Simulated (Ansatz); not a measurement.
PBE exchange is replaced step by step with exact exchange (0 % is PBE, 25 % PBE0; no dispersion term), basis def2-SVP, Ansatz. System: naphthyltetrahydrothiophenium benzoate, `CCCCOc1ccc([S+]2CCCC2)c2ccccc12.O=C([O-])c1ccccc1`. Charge 0, multiplicity 1. Geometry: PBE-D4/def2-SVP.

Geometry of the singlet:

Cartesian coordinates in Å:
```
C 5.9896 1.0278 3.8764
C 4.7194 0.5117 3.2007
C 4.9842 -0.6250 2.2075
C 3.7351 -1.1324 1.5046
O 3.2068 -0.0705 0.7108
C 2.0445 -0.2575 0.0415
C 1.3180 -1.4473 0.0417
C 0.1178 -1.5465 -0.7026
C -0.3584 -0.4691 -1.4270
S -1.8422 -0.5736 -2.4422
C -2.3981 -2.3362 -2.4063
C -1.6494 -3.1180 -3.4772
C -1.4816 -2.1756 -4.6759
C -0.9130 -0.8755 -4.1157
C 0.3315 0.7862 -1.4274
C -0.1483 1.9429 -2.1075
C 0.5817 3.1212 -2.1050
C 1.8184 3.2013 -1.4155
C 2.2979 2.1036 -0.7163
C 1.5707 0.8810 -0.7005
H 6.5057 0.2235 4.4421
H 6.7123 1.4209 3.1307
H 5.7681 1.8472 4.5894
H 3.9977 0.1585 3.9709
H 4.2078 1.3409 2.6675
H 5.4522 -1.4879 2.7302
H 5.7159 -0.2954 1.4372
H 2.9705 -1.4592 2.2480
H 3.9679 -2.0065 0.8534
H 1.6589 -2.3211 0.6105
H -0.4282 -2.4986 -0.6816
H -2.3051 -2.6835 -1.3639
H -3.4832 -2.2413 -2.6094
H -0.6523 -3.4275 -3.0975
H -2.2037 -4.0426 -3.7394
H -2.4706 -1.9936 -5.1497
H -0.8239 -2.6045 -5.4602
H -1.1014 0.0164 -4.7431
H 0.1699 -0.9444 -3.8987
H -1.1435 1.9097 -2.5722
H 0.1851 4.0070 -2.6235
H 2.3892 4.1422 -1.4208
H 3.2441 2.1550 -0.1610
O -2.7401 1.6080 -0.6547
C -3.1583 0.5869 -0.0753
O -2.9532 -0.6354 -0.4549
C -3.9775 0.7380 1.1965
C -4.2405 2.0287 1.6922
C -4.9935 2.1992 2.8625
C -5.4912 1.0776 3.5481
C -5.2323 -0.2137 3.0580
C -4.4779 -0.3818 1.8872
H -3.8323 2.8807 1.1279
H -5.1959 3.2118 3.2459
H -6.0835 1.2101 4.4675
H -5.6222 -1.0932 3.5948
H -4.2598 -1.3805 1.4812
```

Single mean-field runs in def2-SVP are fitted with def2-universal-jkfit.

| exact exchange (%) | HOMO (eV) | LUMO (eV) | gap (eV) |
| --- | --- | --- | --- |
| 0 | -4.32 | -2.06 | 2.27 |
| 5 | -4.63 | -1.91 | 2.72 |
| 10 | -4.94 | -1.77 | 3.18 |
| 15 | -5.26 | -1.62 | 3.64 |
| 25 | -5.88 | -1.32 | 4.56 |
| 50 | -6.97 | -0.56 | 6.41 |

Problem. Estimate the row for 35 %.

Solution. 
| exact exchange (%) | HOMO (eV) | LUMO (eV) | gap (eV) |
| --- | --- | --- | --- |
| 35 | -6.37 | -1.02 | 5.35 |
